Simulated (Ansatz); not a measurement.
Geometry optimisation, RKS BLYP/def2-SVP in Ansatz.

input.yaml

```yaml
crystal:
  periodic: [false, false, false]
  atoms:
    - { symbol: W, position_ang: [-0.06376, 0.125334, 0.307309] }
    - { symbol: Cl, position_ang: [-0.353176, -0.945467, 2.404347] }
    - { symbol: H, position_ang: [0.926888, -1.23208, 0.087547] }
    - { symbol: H, position_ang: [1.571427, 0.576414, -0.062053] }
    - { symbol: F, position_ang: [-1.315309, 1.202618, -0.6268] }
    - { symbol: H, position_ang: [-0.797871, -1.20407, -0.411528] }
    - { symbol: H, position_ang: [0.386835, -0.262781, -1.268164] }
    - { symbol: O, position_ang: [1.375601, 1.855578, 2.458255] }
    - { symbol: Al, position_ang: [2.779569, 1.555466, 1.404853] }
    - { symbol: H, position_ang: [3.69701, 0.299196, 1.730399] }
    - { symbol: H, position_ang: [3.1528, 2.782067, 0.47255] }
    - { symbol: H, position_ang: [1.059987, 1.113824, 3.037386] }
basis:
  gaussian: { orbitals: def2-SVP }
hamiltonian:
  xc: blyp
relax:
  f_tol: 0.03
  max_steps: 50
```

Launched with:

```bash
$ ansatz run input.yaml --threads 4 --pin off --max-ram 5120MiB --backend cpu --events-out ev --progress --plain --runs-dir out
```

Q: Where does it end, and by what steps?

A: The run converged. After 18 steps the energy has fallen by 1.082 eV; Cl2 moved furthest, 1.24 Å. Joined: W1–O8 (3.11 → 2.10 Å), H4–Al9 (2.14 → 1.79 Å).

| step | energy less start (eV) | largest force component (eV/Å) | accepted |
| --- | --- | --- | --- |
| 0 | 0.0000 | 1.002 | yes |
| 1 | -0.1910 | 1.290 | yes |
| 2 | -0.4065 | 1.443 | yes |
| 3 | -0.6868 | 0.633 | yes |
| 4 | -0.6865 | 1.693 | no |
| 5 | -0.7664 | 0.498 | yes |
| 6 | -0.8398 | 0.249 | yes |
| 7 | -0.8862 | 0.309 | yes |
| 8 | -0.9427 | 0.339 | yes |
| 9 | -0.9942 | 0.390 | yes |
| 10 | -1.0237 | 0.468 | yes |
| 11 | -1.0453 | 0.355 | yes |
| 12 | -1.0604 | 0.271 | yes |
| 13 | -1.0738 | 0.101 | yes |
| 14 | -1.0777 | 0.092 | yes |
| 15 | -1.0803 | 0.058 | yes |
| 16 | -1.0808 | 0.055 | yes |
| 17 | -1.0802 | 0.196 | no |
| 18 | -1.0816 | 0.022 | yes |

```xyz
12
Properties=species:S:1:pos:R:3
W 0.039 0.197 0.523
Cl -1.446 -0.370 2.287
H 1.337 -0.912 0.497
H 1.526 0.950 -0.257
F -0.912 1.369 -0.626
H -0.400 -1.384 0.130
H 0.473 -0.401 -1.002
O 1.245 0.964 2.060
Al 2.714 1.416 0.999
H 3.898 0.366 1.075
H 2.863 2.991 0.867
H 1.082 0.681 2.981
```

Whether the end is a true minimum wasn't checked by a vibrational analysis.

Run time: 24 s on 4 threads of Intel(R) Xeon(R) 6975P-C (Granite Rapids), with other jobs on the host, peak memory 0.22 GiB.
